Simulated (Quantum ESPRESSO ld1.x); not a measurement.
Input (ld1.x (Quantum ESPRESSO 7.5)):

```
 &input
    zed=38.0,
    iswitch=1,
    rel=1,
    dft='PZ',
    config='[Kr] 5s1',
    verbosity='high',
    prefix='ld1',
    max_out_wfc=37,
    file_charge='ld1.rho',
 /
```

Command: `OMP_NUM_THREADS=1 ld1.x < ld1.in > ld1.out`

It prints:

```
     Program LD1 v.7.5 starts

     --------------------------- All-electron run ----------------------------

     scalar relativistic calculation

     atomic number is 38.00
     dft =PZ   lsd =0 sic =0 latt =0  beta=0.20 tr2=1.0E-14
     Exchange-correlation= PZ
                           (   1   1   0   0   0   0   0)
     mesh =2031 r(mesh) =  99.72474 a.u. xmin = -8.00 dx = 0.00800
     1 Ry =  13.60569312 eV, c = 137.03599908

     n l     nl                  e(Ry)          e(Ha)          e(eV)
     1 0     1S 1( 2.00)   -1170.057009749    -585.028504874 -15919.4366111
     2 0     2S 1( 2.00)    -158.878967872     -79.439483936  -2161.6584806
     2 1     2P 1( 6.00)    -141.348345094     -70.674172547  -1923.1422068
     3 0     3S 1( 2.00)     -24.930247876     -12.465123938   -339.1933021
     3 1     3P 1( 6.00)     -19.273935256      -9.636967628   -262.2352484
     4 0     4S 1( 2.00)      -3.478078694      -1.739039347    -47.3216714
     4 1     4P 1( 6.00)      -2.147418644      -1.073709322    -29.2171191
     3 2     3D 1(10.00)      -9.901709967      -4.950854984   -134.7196272
     5 0     5S 1( 1.00)      -0.631150850      -0.315575425     -8.5872448

     final scf error:  9.7E-15 reached in  22 iterations

     Etot =   -6351.183342 Ry,   -3175.591671 Ha,  -86412.251513 eV

     Ekin =    6511.018255 Ry,    3255.509127 Ha,   88586.916291 eV
     Encl =  -15286.089091 Ry,   -7643.044546 Ha, -207977.837224 eV
     Eh   =    2625.966666 Ry,    1312.983333 Ha,   35728.096615 eV
     Exc  =    -202.079172 Ry,    -101.039586 Ha,   -2749.427195 eV

     normalization and overlap integrals

     s(1S/1S) =  1.000000  <r> =   0.0392  <r2> =    0.0021  r(max) =   0.0255
     s(1S/2S) = -0.007238
     s(1S/3S) = -0.002852
     s(1S/4S) = -0.001072
     s(1S/5S) = -0.000365
     s(2S/2S) =  1.000000  <r> =   0.1727  <r2> =    0.0352  r(max) =   0.1458
     s(2S/3S) = -0.001703
     s(2S/4S) = -0.000622
     s(2S/5S) = -0.000211
     s(2P/2P) =  1.000000  <r> =   0.1505  <r2> =    0.0277  r(max) =   0.1156
     s(2P/3P) = -0.001388
     s(2P/4P) = -0.000447
     s(3S/3S) =  1.000000  <r> =   0.4931  <r2> =    0.2792  r(max) =   0.4362
     s(3S/4S) = -0.000387
     s(3S/5S) = -0.000129
     s(3P/3P) =  1.000000  <r> =   0.4992  <r2> =    0.2911  r(max) =   0.4293
     s(3P/4P) = -0.000301
     s(4S/4S) =  1.000000  <r> =   1.3539  <r2> =    2.0856  r(max) =   1.1858
     s(4S/5S) = -0.000066
     s(4P/4P) =  1.000000  <r> =   1.5620  <r2> =    2.8131  r(max) =   1.3263
     s(3D/3D) =  1.000000  <r> =   0.4986  <r2> =    0.3032  r(max) =   0.3747
     s(5S/5S) =  1.000000  <r> =   3.8457  <r2> =   16.6665  r(max) =   3.3818

     ------------------------ End of All-electron run ------------------------
```

Run on one thread of a shared host, so times are rough (Intel(R) Xeon(R) Processor @ 2.60GHz): 0.38 s of CPU time, 1.4 s wall, 22 iterations on 2031 mesh points.
